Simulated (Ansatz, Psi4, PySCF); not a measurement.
Cl$_{3}$Sn (SMILES [Cl][Sn+]([Cl])[Cl]), charge +1, singlet, at a GFN2-xTB geometry (such geometries of metal compounds can be far from the true shape) (all electrons, no relativity). Base run: B3LYP5/STO-3G (PySCF).

PySCF was given this input:
```python
from pyscf import gto, scf, dft

mol = gto.Mole()
mol.atom = '''
    Sn   -0.00000000    0.00000000    0.00000000
    Cl    2.22169726   -0.28046629   -0.42811001
    Cl   -0.94312463   -0.98953972    1.82461100
    Cl   -1.27857262    1.27000601   -1.39650099
'''
mol.basis = 'sto-3g'
mol.charge = 1
mol.verbose = 4
mol.build()

mf = dft.RKS(mol)
mf.xc = 'b3lyp5'
mf.kernel()
```

The same geometry, method and basis name were run in Ansatz (an electronic-structure program) and Psi4 and PySCF, at each program's defaults and at the settings that a row names. The base is PySCF at its defaults. Differences at the defaults can come from grids, fitting, cores and function types together.

| code and settings | ΔE vs base (mEh) | basis functions | E (Eh) | SCF cycles |
|---|---|---|---|---|
| PySCF, defaults (exact integrals, its default grid, spherical functions) | 0.000 | 54 | -7330.38186 | 6 |
| Ansatz, defaults (factorised integrals, its default grid, spherical functions) | 0.016 | 54 | -7330.38185 | - |
| PySCF, fine grid | 0.012 | 54 | -7330.38185 | 6 |
| Psi4, exact integrals, spherical functions, fine grid | 0.023 | 54 | -7330.38184 | 7 |
| Ansatz, high accuracy | 0.011 | 54 | -7330.38185 | - |
